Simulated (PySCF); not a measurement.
## Selenium: a sound run and one with changed settings

Sound run: Se(2+) [Ar] 3d10 4s2 4p2, Se(3+) [Ar] 3d10 4s2 4p1. All numbers are calculated (PySCF 2.14, the non-relativistic Hamiltonian (point nucleus), in def2-SVP). In the sound run the correlated levels freeze [Ar] 3d10. The sound run starts from symmetry-adapted Hartree-Fock orbitals and uses a fine grid where one is needed.

Changed run: initial guess atom, at most 50 SCF cycles, level shift 2.0 hartree.

```
species   method  sound run (hartree)  changed run (hartree)  converged
 Se(2+)      UHF          -2398.44768            -2398.44768        yes
 Se(2+)      LDA          -2396.61008            -2396.61008        yes
 Se(2+)     TPSS          -2399.98613            -2399.98613        yes
 Se(2+)      MP2          -2398.49403            -2398.46422        yes
 Se(2+)  CCSD(T)          -2398.51229            -2398.51229        yes
 Se(3+)      UHF          -2397.31118            -2397.31118        yes
 Se(3+)      LDA          -2395.44361            -2395.44361        yes
 Se(3+)     TPSS          -2398.82451            -2398.82451        yes
 Se(3+)      MP2          -2397.34768            -2397.32402        yes
 Se(3+)  CCSD(T)          -2397.36469            -2397.36469        yes
```

Ionisation energy of Se(2+):

```tsv
method	sound run (eV)	changed run (eV)
UHF	30.926	30.926
LDA	31.741	31.741
TPSS	31.609	31.609
MP2	31.194	31.026
SCS-MP2	31.125	31.001
CCSD	31.221	31.221
CCSD(T)	31.228	31.228
```

A level shift leaves the converged SCF energy unchanged but raises the virtual orbital energies, which shrinks MP2 if it is not removed.

For comparison, NIST gives 31.697 ± 0.019 eV between the lowest levels.
